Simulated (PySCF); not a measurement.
# The potential of point charges around `N#C[Si](C#N)(C#N)C#N`

Species: `N#C[Si](C#N)(C#N)C#N`. Coordinates (PBE0-D3(BJ)/def2-SVP, Å) and charges (e) from the PBE0/pcSseg-1 density (PySCF):

```csv
atom,x,y,z,Mulliken,IAO,Hirshfeld,ESP-fitted
N1,0.328,2.187,-2.030,-0.1386,-0.1052,-0.1200,-0.3195
C2,0.203,1.343,-1.247,-0.1763,-0.1721,-0.0170,+0.3061
Si3,0.008,0.003,-0.009,+1.2593,+1.1095,+0.5480,+0.0543
C4,-1.128,-1.274,-0.671,-0.1761,-0.1723,-0.0171,+0.3047
N5,-1.847,-2.082,-1.088,-0.1387,-0.1053,-0.1201,-0.3191
C6,1.641,-0.752,0.344,-0.1763,-0.1721,-0.0169,+0.3093
N7,2.672,-1.230,0.568,-0.1385,-0.1051,-0.1199,-0.3210
C8,-0.692,0.696,1.537,-0.1762,-0.1722,-0.0171,+0.3040
N9,-1.136,1.133,2.514,-0.1387,-0.1053,-0.1201,-0.3187
```

Points outside the species (Å): A (-0.5, -3.1, -3.7); B (5.2, 7.4, -0.5); C (2.2, -1.7, -4.3); D (1.6, 3.6, 3.1); E (-2.7, 1.3, -6.5).

Q: Find the potential V = 14.3996 V·Å × Σ q/r of each set of charges at these points.

A: In volts:

```json
{"point": "A", "nearest atom": "N5", "distance (Å)": "3.11", "Mulliken": "+0.036", "IAO": "+0.028", "Hirshfeld": "+0.026", "ESP-fitted": "+0.059"}
{"point": "B", "nearest atom": "N1", "distance (Å)": "7.30", "Mulliken": "+0.009", "IAO": "+0.008", "Hirshfeld": "+0.006", "ESP-fitted": "+0.013"}
{"point": "C", "nearest atom": "C2", "distance (Å)": "4.75", "Mulliken": "+0.156", "IAO": "+0.127", "Hirshfeld": "+0.103", "ESP-fitted": "+0.194"}
{"point": "D", "nearest atom": "N9", "distance (Å)": "3.73", "Mulliken": "+0.104", "IAO": "+0.085", "Hirshfeld": "+0.070", "ESP-fitted": "+0.139"}
{"point": "E", "nearest atom": "N1", "distance (Å)": "5.47", "Mulliken": "+0.008", "IAO": "+0.006", "Hirshfeld": "+0.006", "ESP-fitted": "+0.015"}
```

Q: How far are the other sets from the ESP-fitted one at these points?

A: Root-mean-square difference: Mulliken 0.026 V, IAO 0.041 V, Hirshfeld 0.053 V. The ESP scheme is a least-squares fit of atom-centred charges to the potential on four shells outside the van der Waals surface, with the total charge fixed.

Q: What energy would a point charge of +3 e have at C in the field of the ESP charges, leaving out polarisation?

A: +0.583 eV = +56.3 kJ/mol, a repulsion.

Geometry: PBE0-D3(BJ)/def2-SVP; no solvent, vibrations or thermal averaging.
